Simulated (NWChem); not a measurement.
Species: SiCl2, singlet; SMILES Cl[Si]Cl

All runs: NWChem. Low-valent species are run as closed-shell singlets; no triplet was tried in these runs. Geometry: optimised at PBE0/def2-SVP. Level PBE/def2-SVP: energy and gradient; each run changes one setting, and changes count from the defaults (medium grid, exact Coulomb integrals, symmetry on).

### Question
Which setting moves the energy most, and by about how much (Coulomb fitting, Weigend set; extra-fine grid; tight SCF thresholds and tolerances; symmetry off; defaults)?

### Answer
Coulomb fitting, Weigend set, by about 200 μHa.
```csv
setting,size of the energy change (μHa),largest change of a gradient component (μHa/bohr)
defaults,< 10,< 30
"Coulomb fitting, Weigend set",200,< 30
tight SCF thresholds and tolerances,< 10,< 30
symmetry off,< 10,other frame
extra-fine grid,< 10,< 30
```
